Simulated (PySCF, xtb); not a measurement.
CH5BFNO. Atoms are numbered in the order given.

```xyz
10

N      1.3731     0.5624     0.0000
B     -0.0290     0.5671     0.0000
O     -0.8189     1.6854     0.0000
C     -0.7786    -0.8320     0.0000
F      0.1242    -1.8856     0.0000
H      1.8577    -0.3260     0.0000
H      1.9756     1.3731     0.0000
H     -0.3279     2.5114     0.0000
H     -1.4333    -0.9264    -0.8855
H     -1.4333    -0.9264     0.8855
```
Charge 0, spin multiplicity 1.

The structure is a stationary point at PBE0-D3(BJ)/def2-SVP. The structure was generated by enumeration, and PubChem lists no compound with its InChIKey, so it may never have been made. One conformer was computed; it need not be the lowest.

Calculation: IEF-PCM-PBE0/def2-SVP (PySCF 2.14.0).

The values are the electrostatic part of the solvation free energy, E(continuum) − E(gas) at the gas-phase geometry, in a cavity of scaled van der Waals radii (PySCF's table); cavitation and dispersion terms are not included. In vacuum the orbital gap is 9.24 eV. The dipole moment in vacuum is 2.79 D.

| solvent | ε | ΔG(elec) (kcal/mol) | dipole (D) | gap (eV) |
|---|---|---|---|---|
| water | 78.36 | -7.1 | 3.31 | 9.59 |
| acetone | 20.49 | -6.7 | 3.28 | 9.57 |
| tetrahydrofuran | 7.43 | -5.8 | 3.21 | 9.53 |

For comparison, GFN2-xTB/ALPB(water) (xtb, at the GFN2-xTB geometry, all terms of that model) gives -8.5 kcal/mol.
